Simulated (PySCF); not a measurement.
**Static response to an electric field**

C4H6SSi.
Structure used (GFN2-xTB), in Å, numbered top down from 1:
```
atom  x, y, z in Å
S1     2.8288    0.1087    0.5936
Si2    0.9790    0.7085   -0.3409
C3    -0.4575    0.9433    0.8593
C4    -1.4207    0.0657    0.5562
C5    -1.1523   -0.8366   -0.5567
C6     0.0311   -0.6989   -1.1655
H7     2.3269   -0.8996    1.2904
H8     1.3438    1.8423   -1.1728
H9    -0.5513    1.6556    1.6608
H10   -2.3606   -0.0100    1.0848
H11   -1.8972   -1.5680   -0.8371
H12    0.3312   -1.3115   -1.9980
```

Level: CAM-B3LYP/def2-SVPD (PySCF), static field, nuclei fixed, core orbitals frozen in the response. The polarisability tensor in these axes (au):

```
x   108.84   6.92   0.24
y     6.92  78.45   6.66
z     0.24   6.66  79.27
```

Problem. Give the principal values, the mean and the anisotropy Δα = √{½[(α1 − α2)² + (α2 − α3)² + (α1 − α3)²]}.

Solution. Principal values 71.52, 84.61 and 110.43 au; mean 88.85 au = 13.17 Å³ = 14.65 × 10⁻⁴⁰ C²·m²/J; Δα = 34.30 au (39 % of the mean).

Problem. What is the dipole moment, and where does it point?

Solution. (-1.74, -0.49, -0.03) D, 1.80 D in size, pointing from the negative to the positive side. Measured along this direction, the outermost atoms are S1 at the negative end and H11 and H10 at the positive end.

Problem. What would n − 1 = 2πNα be for an ideal gas of these molecules at 500 K and 1 atm, electronic part alone?

Solution. N = p/kT = 1.4678 × 10¹⁹ cm⁻³, so n − 1 = 2π × N × 13.17 × 10⁻²⁴ cm³ = 1214 × 10⁻⁶ at long wavelengths, for an ideal gas.

Problem. Sum over states: ᾱ = Σ f/ω², ω in Eh. What share falls to these 8 lowest TDDFT singlets (eV, f)? 4.07, 0.0232; 4.83, 0.0208; 6.08, 0.0346; 6.13, 0.0181; 6.20, 0.0016; 6.57, 0.0014; 6.68, 0.0651; 6.88, 0.0711.

Solution. They add up to 4.99 au, 5.6 % of the 88.85 au; the largest single term is 1.11 au, from the state at 6.88 eV. Terms in order: 1.04, 0.66, 0.69, 0.36, 0.03, 0.02, 1.08, 1.11 au. Higher excitations give the rest. The strengths listed sum to 0.236.

Problem. Give the principal axes and the span of the nuclei along them.

Solution. Largest value along (0.97, 0.22, 0.06), where the nuclei span 5.05 Å; middle along (-0.18, 0.62, 0.76), 4.79 Å; least along (-0.14, 0.75, -0.64), 3.78 Å. The response follows the extents in order.

Problem. What depolarisation ratio follows for Rayleigh scattering of linearly polarised light, taking the static tensor?

Solution. ρ = 3Δα²/(45ᾱ² + 4Δα²) = 3528.7/(355254 + 4705.0) = 0.0098.

One conformer (not necessarily the lowest) at the GFN2-xTB geometry, without solvent, vibrations or thermal averaging.

The run behind these numbers computed excited states as well. Hardware: one thread of an Arm Neoverse N1, no GPU, on a shared host. Cost: 55 s of wall time (grids of density and orbitals included), 0.76 GiB resident at most.
